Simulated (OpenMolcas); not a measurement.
**Sm I: the spin-orbit constant, worked from levels**

- Program: OpenMolcas
- Basis: ANO-RCC-VQZP [9s8p6d4f3g2h]
- Scalar Hamiltonian: DKH2, point nucleus
- Active space: 6 electrons in 7 orbitals (4f)
- State averaging: 2S+1 = 7 even, 7 roots; 2S+1 = 5 even, 140 roots (77 in the spin-orbit step); 2S+1 = 3 even, 3 roots kept (CI in the orbitals of an earlier block)
- Spin-orbit coupling: state interaction with AMFI integrals over the reference wave functions, term energies averaged over their components

Methods: CASSCF; SS-CASPT2, IPEA 0.25 Eh, imaginary shift 0.1 Eh (closed shells correlated: 5s 5p 6s). Measured levels: NIST Handbook of Basic Atomic Spectroscopic Data.

**The spin-orbit constant.** For the Hund term ⁷F of f6, E(J) = (A/2) J(J+1) + constant and ζ = 2S·A = 6A. From J = 0 to J = 6 the energy changes by 21 A.

| Source | E(6) - E(0) | A | ζ |
| --- | --- | --- | --- |
| CASSCF | 4211.1 | 200.5 | 1203 |
| SS-CASPT2 | 4453.2 | 212.1 | 1272 |
| measured | 4020.7 | 191.5 | 1149 |

All in cm-1. SS-CASPT2 is off by +10.8 % and CASSCF by +4.7 %. Both methods take the spin-orbit matrix elements from the reference wave functions, so the second can move ζ only through the term energies and any multistate remixing. Second-order mixing with other terms is absorbed into this ζ.

CASPT2 does not keep the components of a term degenerate, so their means are used; among the terms shown or strongly mixed into the levels shown the widest spread is 110 cm-1 (4f⁶ 6s² ⁷F, SS-CASPT2). High states are left out of the spin-orbit mixing, which shifts the levels that they would mix with. With the s shell closed, the reference lacks s² → p² mixing. Without dynamic correlation excited terms often stand tens of per cent too high (terms of higher spin than the ground term too low), and those without a measured partner can miss by more than the paired ones (holds for CASSCF). Measured partners are found by configuration, term and J. A level has none where our copy of the source lacks it or the pairing is in doubt (some pairs that miss far off the trend of their configuration count as doubtful), and it then counts in no deviation. Only configurations of the active space appear.
